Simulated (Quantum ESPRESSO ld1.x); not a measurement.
Results of a calculation; reference values are marked as such.
Au7+, configuration [Xe] 4f14 5d4. Level of theory: non-relativistic Kohn-Sham, PBE, spin-unpolarised, spherical densities, point nucleus; relativity is left out, which matters for an element this heavy (ld1.x of Quantum ESPRESSO 7.5).

Normalised radial functions P(r) = r R(r), r in bohr:

```
   r/bohr * 3d, o 4d, + 5d (the largest magnitude, 2.51, reaches the edge; | marks zero, & curves that meet)
 0.002213                             &
 0.002928                             &
 0.003874                             &
 0.005126                             &
 0.006728                             &
 0.008902                             &
  0.01178                             &
  0.01558                             &*
  0.02062                             +&
  0.02707                             |& *
  0.03581                             |+o  *
  0.04739                             | + o    *
   0.0627                             |  +   o      *
  0.08229                             |  +     o          *
   0.1089                             |   +     o              *
   0.1441                             |  +    o                  *
   0.1906                             + o                     *
   0.2502                      o   +  |               *
   0.3311             o         +     |       *
    0.438           o             +   |  *
   0.5796                o            *+
   0.7608                      o      *      +
    1.007                          o  *          +
    1.332                            o*         +
    1.762                             &      +
    2.313                             &  +
     3.06                             &+
    4.049                             &
```

3d: eigenvalue -2328.1 eV, 0 radial nodes, <r> = 0.169 bohr, 90 % of the charge inside 0.262 bohr. 4d: eigenvalue -439.35 eV, 1 radial node at r = 0.203 bohr, <r> = 0.460 bohr, 90 % of the charge inside 0.685 bohr. 5d: eigenvalue -104.79 eV, 2 radial nodes at r = 0.195, 0.558 bohr, <r> = 1.25 bohr, 90 % of the charge inside 1.83 bohr.
